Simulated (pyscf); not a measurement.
## H₃Si–SiH(SiH₃)–SiH₃, singlet

Gas-phase minimum from PySCF at ωB97X-D3(BJ)/def2-SVP, one conformer. 

SMILES: [SiH3][SiH]([SiH3])[SiH3]
```xyz
14

Si     1.5801    -0.4040    -1.4612
Si     0.5189     1.3005    -0.2752
Si     0.6218     0.7831     1.9963
Si    -1.7238     1.3474    -0.9126
H      1.5060    -0.1581    -2.9317
H      0.8877    -1.6912    -1.1546
H      3.0128    -0.5226    -1.0594
H      1.1717     2.6180    -0.5461
H      2.0379     0.6862     2.4584
H     -0.0434    -0.5371     2.2087
H     -0.0865     1.8136     2.8115
H     -2.4741     2.3882    -0.1497
H     -2.3242     0.0117    -0.6196
H     -1.8583     1.6235    -2.3734
```

Bond lengths (Å): Si1–Si2 2.332, Si1–H5 1.493, Si1–H6 1.493, Si1–H7 1.493, Si2–Si3 2.332, Si2–Si4 2.332, Si2–H8 1.495, Si3–H9 1.493, Si3–H10 1.493, Si3–H11 1.493, Si4–H12 1.493, Si4–H13 1.493, Si4–H14 1.493. Bond angles (°): Si2–Si1–H5 111.0, Si2–Si1–H6 108.3, Si2–Si1–H7 111.0, H5–Si1–H6 108.7, H5–Si1–H7 109.0, H6–Si1–H7 108.7, Si1–Si2–Si3 108.2, Si1–Si2–Si4 108.3, Si1–Si2–H8 110.7, Si3–Si2–Si4 108.3, Si3–Si2–H8 110.7, Si4–Si2–H8 110.6, Si2–Si3–H9 111.0, Si2–Si3–H10 108.4 (the first ones only).

Properties at ωB97X-D3(BJ)/def2-SVP:

- Harmonic wavenumbers, unscaled = 81, 85, 85, 97, 98, 105, 371, 432, 432, 469, 469, 473, 581, 584, 584, 706, 706, 882, 882, 921, 949, 951, 951, 956, 956, 957, 2220, 2240, 2240, 2246, 2248, 2248, 2249, 2253, 2253, 2253 cm⁻¹
- Zero-point energy = 53.2 kcal/mol
- Rotational symmetry number = 3
- Entropy of this conformer at 298 K and 1 atm, rigid rotor and harmonic oscillator, modes under 100 cm⁻¹ raised to 100 = 400.5 J/(mol K)
- Dipole moment = 0.20 D

Single-point totals, which compare only within one level:

```tsv
level	total energy (hartree)
ωB97X-D3(BJ)/def2-TZVP	-1164.13474
PBE/def2-TZVP	-1163.38064
r²SCAN/def2-TZVP	-1163.89088
B3LYP-D3(BJ)/def2-TZVP	-1164.12388
PBE0-D3(BJ)/def2-TZVP	-1163.52058
M06-2X/def2-TZVP	-1163.89275
ωB97M-D3(BJ)/def2-TZVP	-1164.16153
```

Soft torsions are taken as harmonic, which can shift the entropy by several J/(mol K).
